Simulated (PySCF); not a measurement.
B₂H₄O₄. Atoms are numbered in the order given.

```xyz
10

B     -0.0693     0.8474     0.0000
O     -1.2370     1.5668     0.0000
O      1.1877     1.4312     0.0000
B     -0.0435    -0.8775     0.0000
O      1.1741    -1.5274     0.0000
O     -1.1815    -1.6381     0.0000
H     -1.1147     2.5354     0.0000
H      1.1930     2.4074     0.0000
H      1.8896    -0.8643     0.0000
H     -0.9506    -2.5882     0.0000
```

Geometry optimised at PBE-D3(BJ)/def2-SVP. Other conformers were not sampled.

All values below come from PBE-D3(BJ)/def2-SVP run with PySCF.

Harmonic, unscaled wavenumbers; measured fundamentals usually lie a few per cent lower.

Computed vibrational spectrum:
```csv
mode,ν (cm⁻¹),IR (km/mol),moving atoms (share of kinetic energy)
1,56,0.3,O 94 %
2,128,3.9,"O 83 %, H 11 %"
3,294,38.2,"B 57 %, H 32 %, O 11 %"
4,311,7.8,"O 85 %, H 12 %"
5,388,5.0,"O 75 %, B 19 %"
6,465,3.8,H 94 %
7,484,55.1,"O 51 %, H 28 %, B 20 %"
8,565,0.6,H 86 %
9,595,324.5,"H 82 %, O 13 %"
10,636,15.6,"O 57 %, H 24 %, B 19 %"
11,638,85.5,"H 69 %, B 18 %, O 13 %"
12,676,3.9,"B 80 %, O 12 %"
13,912,133.2,"H 91 %, O 9 %"
14,984,141.2,"O 51 %, H 44 %"
15,999,119.8,"H 59 %, O 37 %"
16,1021,66.3,"H 81 %, O 16 %"
17,1209,119.4,"B 47 %, H 33 %, O 19 %"
18,1347,439.2,"B 70 %, O 25 %"
19,1395,21.2,"B 74 %, O 23 %"
20,1425,149.8,"B 74 %, O 18 %"
21,3681,30.2,H 94 %
22,3684,4.2,H 94 %
23,3686,2.9,H 94 %
24,3716,69.3,H 94 %
```
